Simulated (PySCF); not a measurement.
FLi, charge -1, doublet, geometry from GFN2-xTB (such geometries of metal compounds can be far from the true shape) (a state made from the parent by changing its charge; the spin is typed, not shown lowest); PySCF with TPSS/def2-TZVP.

PySCF was given this input:
```python
from pyscf import gto, scf, dft

mol = gto.Mole()
mol.atom = '''
    Li   -0.000000   -0.000000   -1.397557
    F     0.000000    0.000000    0.465852
'''
mol.basis = 'def2-tzvp'
mol.charge = -1
mol.spin = 1
mol.verbose = 4
mol.build()

mf = dft.UKS(mol)
mf.xc = 'tpss'
mf.diis = False
mf.damp = 0.3
mf.diis_start_cycle = 200
mf.max_cycle = 150
mf.kernel()
mf.analyze()
```

### Question
Write the output that PySCF gives for this input, abridged.

### Answer

```
PySCF version 2.14.0

[INPUT] verbose = 4
[INPUT] num. atoms = 2
[INPUT] num. electrons = 13
[INPUT] charge = -1
[INPUT] spin (= nelec alpha-beta = 2S) = 1
[INPUT] symmetry False subgroup None
[INPUT] Mole.unit = angstrom
[INPUT] Symbol           X                Y                Z      unit          X                Y                Z       unit  Magmom
[...]
nuclear repulsion = 7.66755161901654
number of shells = 19
number of NR pGTOs = 66
number of NR cGTOs = 45
basis = def2-tzvp
ecp = {}

******** <class 'pyscf.dft.uks.UKS'> ********
method = UKS
initial guess = minao
damping factor = 0.3
level_shift factor = 0
DIIS disabled
SCF conv_tol = 1e-09
SCF conv_tol_grad = None
SCF max_cycles = 150
direct_scf = True
direct_scf_tol = 1e-13
number electrons alpha = 7  beta = 6
XC library pyscf.dft.libxc version 7.1.2
    S. Lehtola, C. Steigemann, M. J. T. Oliveira, and M. A. L. Marques,  SoftwareX 7, 1–5 (2018)
XC functionals = tpss
    J. Tao, J. P. Perdew, V. N. Staroverov, and G. E. Scuseria,  Phys. Rev. Lett. 91, 146401 (2003)
    J. P. Perdew, J. Tao, V. N. Staroverov, and G. E. Scuseria,  J. Chem. Phys. 120, 6898 (2004)
    J. Tao, J. P. Perdew, V. N. Staroverov, and G. E. Scuseria,  Phys. Rev. Lett. 91, 146401 (2003)
    J. P. Perdew, J. Tao, V. N. Staroverov, and G. E. Scuseria,  J. Chem. Phys. 120, 6898 (2004)
radial grids:
    Treutler-Ahlrichs [JCP 102, 346 (1995); DOI:10.1063/1.469408] (M4) radial grids

becke partition: Becke, JCP 88, 2547 (1988); DOI:10.1063/1.454033
pruning grids: <function nwchem_prune>
grids dens level: 3
symmetrized grids: False
atomic radii adjust function: <function treutler_atomic_radii_adjust>
small_rho_cutoff = 0
Set gradient conv threshold to 3.16228e-05
tot grids = 27984
init E= -107.282620477002

cycle= 1 E= -107.322331953765  delta_E= -0.0397  |g|= 0.608  |ddm|= 0.593
cycle= 2 E= -106.766949960377  delta_E= 0.555  |g|= 1.39  |ddm|= 1.18
cycle= 3 E= -106.776880674598  delta_E= -0.00993  |g|= 1.53  |ddm|= 1.38
cycle= 4 E= -100.437445977026  delta_E= 6.34  |g|=  3.1  |ddm|= 3.32
cycle= 5 E= -103.983878487365  delta_E= -3.55  |g|= 3.29  |ddm|= 4.45
cycle= 6 E= -98.6241087262622  delta_E= 5.36  |g|= 3.14  |ddm|= 5.82
cycle= 7 E= -103.698108489921  delta_E= -5.07  |g|= 3.41  |ddm|= 5.93
cycle= 8 E= -99.6455233902311  delta_E= 4.05  |g|= 3.22  |ddm|= 5.04
cycle= 9 E= -103.907031658231  delta_E= -4.26  |g|=  3.3  |ddm|= 4.99
cycle= 10 E= -98.9939684294153  delta_E= 4.91  |g|= 3.18  |ddm|= 5.53
cycle= 11 E= -103.767997644999  delta_E= -4.77  |g|= 3.37  |ddm|= 5.57
cycle= 12 E= -99.4104901923757  delta_E= 4.36  |g|= 3.21  |ddm|=  5.2
cycle= 13 E= -103.854824721641  delta_E= -4.44  |g|= 3.33  |ddm|= 5.18
cycle= 14 E= -99.1435794264753  delta_E= 4.71  |g|=  3.2  |ddm|= 5.41
cycle= 15 E= -103.798527182843  delta_E= -4.65  |g|= 3.36  |ddm|= 5.42
cycle= 16 E= -99.3154243921923  delta_E= 4.48  |g|= 3.21  |ddm|= 5.27
cycle= 17 E= -103.834495534808  delta_E= -4.52  |g|= 3.34  |ddm|= 5.27
cycle= 18 E= -99.2052057864677  delta_E= 4.63  |g|=  3.2  |ddm|= 5.36
cycle= 19 E= -103.811315963295  delta_E= -4.61  |g|= 3.35  |ddm|= 5.37
cycle= 20 E= -99.2763263230362  delta_E= 4.53  |g|=  3.2  |ddm|=  5.3
cycle= 21 E= -103.82622248158  delta_E= -4.55  |g|= 3.34  |ddm|=  5.3
cycle= 22 E= -99.2304826140462  delta_E=  4.6  |g|=  3.2  |ddm|= 5.34
cycle= 23 E= -103.816595044655  delta_E= -4.59  |g|= 3.35  |ddm|= 5.34
cycle= 24 E= -99.2600679222866  delta_E= 4.56  |g|=  3.2  |ddm|= 5.32
cycle= 25 E= -103.822800338086  delta_E= -4.56  |g|= 3.34  |ddm|= 5.32
cycle= 26 E= -99.2409920601713  delta_E= 4.58  |g|=  3.2  |ddm|= 5.33
cycle= 27 E= -103.818796071521  delta_E= -4.58  |g|= 3.35  |ddm|= 5.33
cycle= 28 E= -99.2532989166055  delta_E= 4.57  |g|=  3.2  |ddm|= 5.32
cycle= 29 E= -103.821378082904  delta_E= -4.57  |g|= 3.34  |ddm|= 5.32
cycle= 30 E= -99.2453621730205  delta_E= 4.58  |g|=  3.2  |ddm|= 5.33
cycle= 31 E= -103.819712368939  delta_E= -4.57  |g|= 3.35  |ddm|= 5.33
[...]
cycle= 137 E= -103.820365357253  delta_E= -4.57  |g|= 3.34  |ddm|= 5.33
cycle= 138 E= -99.2484746746346  delta_E= 4.57  |g|=  3.2  |ddm|= 5.33
cycle= 139 E= -103.820365357253  delta_E= -4.57  |g|= 3.34  |ddm|= 5.33
cycle= 140 E= -99.2484746746355  delta_E= 4.57  |g|=  3.2  |ddm|= 5.33
cycle= 141 E= -103.820365357253  delta_E= -4.57  |g|= 3.34  |ddm|= 5.33
cycle= 142 E= -99.2484746746361  delta_E= 4.57  |g|=  3.2  |ddm|= 5.33
cycle= 143 E= -103.820365357253  delta_E= -4.57  |g|= 3.34  |ddm|= 5.33
cycle= 144 E= -99.2484746746349  delta_E= 4.57  |g|=  3.2  |ddm|= 5.33
cycle= 145 E= -103.820365357253  delta_E= -4.57  |g|= 3.34  |ddm|= 5.33
cycle= 146 E= -99.2484746746356  delta_E= 4.57  |g|=  3.2  |ddm|= 5.33
cycle= 147 E= -103.820365357253  delta_E= -4.57  |g|= 3.34  |ddm|= 5.33
cycle= 148 E= -99.2484746746367  delta_E= 4.57  |g|=  3.2  |ddm|= 5.33
cycle= 149 E= -103.820365357253  delta_E= -4.57  |g|= 3.34  |ddm|= 5.33
cycle= 150 E= -99.2484746746343  delta_E= 4.57  |g|=  3.2  |ddm|= 5.33
SCF not converged.
SCF energy = -99.2484746746343 after 150 cycles  <S^2> = 0.75572609  2S+1 = 2.0057179
**** SCF Summaries ****
Total Energy =                         -99.248474674634281
Nuclear Repulsion Energy =               7.667551619016544
One-electron Energy =                 -136.862703525782706
Two-electron Energy =                   29.946677232131879
Two-electron Coulomb Energy =           39.524299686016192
DFT Exchange-Correlation Energy =       -9.577622453884313
**** MO energy ****
                             alpha | beta                alpha | beta
[...]
To work with the spin densities directly, `use mulliken_meta_spin()` only printing them here.

 ** Mulliken spin pop alpha/beta on meta-lowdin orthogonal AOs **
 ** Mulliken Spin Density (per AO)  **
spin_pop of  0 Li 1s        0.00005
spin_pop of  0 Li 2s        0.02657
spin_pop of  0 Li 3s        0.22711
spin_pop of  0 Li 4s        0.22613
spin_pop of  0 Li 5s        0.00192
spin_pop of  0 Li 2px      -0.01160
spin_pop of  0 Li 2py      -0.01160
spin_pop of  0 Li 2pz      -0.00765
spin_pop of  0 Li 3px      -0.00324
spin_pop of  0 Li 3py      -0.00324
spin_pop of  0 Li 3pz       0.00354
spin_pop of  0 Li 4px      -0.00072
spin_pop of  0 Li 4py      -0.00072
spin_pop of  0 Li 4pz      -0.00007
spin_pop of  1 F 1s       -0.00000
spin_pop of  1 F 2s        0.00482
spin_pop of  1 F 3s        0.00422
spin_pop of  1 F 4s        0.00026
spin_pop of  1 F 5s        0.00000
spin_pop of  1 F 2px       0.00776
spin_pop of  1 F 2py       0.00776
spin_pop of  1 F 2pz       0.43582
spin_pop of  1 F 3px       0.00784
spin_pop of  1 F 3py       0.00784
spin_pop of  1 F 3pz       0.07621
spin_pop of  1 F 4px       0.00014
spin_pop of  1 F 4py       0.00014
spin_pop of  1 F 4pz       0.00004
spin_pop of  1 F 3dxy     -0.00000
spin_pop of  1 F 3dyz     -0.00015
spin_pop of  1 F 3dz^2     0.00082
spin_pop of  1 F 3dxz     -0.00015
spin_pop of  1 F 3dx2-y2    0.00000
spin_pop of  1 F 4dxy     -0.00000
spin_pop of  1 F 4dyz     -0.00004
spin_pop of  1 F 4dz^2     0.00024
spin_pop of  1 F 4dxz     -0.00004
spin_pop of  1 F 4dx2-y2    0.00000
spin_pop of  1 F 4f-3     -0.00000
spin_pop of  1 F 4f-2     -0.00000
spin_pop of  1 F 4f-1      0.00000
spin_pop of  1 F 4f+0      0.00000
spin_pop of  1 F 4f+1      0.00000
spin_pop of  1 F 4f+2     -0.00000
spin_pop of  1 F 4f+3     -0.00000
 ** Mulliken Spin Density (per atom)  **
spin density of  0 Li =      0.44647
spin density of  1 F =      0.55353
 ** Mulliken pop alpha/beta on meta-lowdin orthogonal AOs **
 ** Mulliken pop       alpha | beta **
In total             7.00000 | 6.00000
 ** Mulliken atomic charges   ( Nelec_alpha | Nelec_beta ) **
charge of  0Li =     -4.52036  (     3.98342      3.53695 )
charge of  1F =      3.52036  (     3.01658      2.46305 )

WARN: System has nonzero charge -1; the dipole moment is origin-dependent.
Location of origin: [0. 0. 0.]

Dipole moment(X, Y, Z, Debye): -0.00000,  0.00000, 47.80986
```

Convergence was not reached.
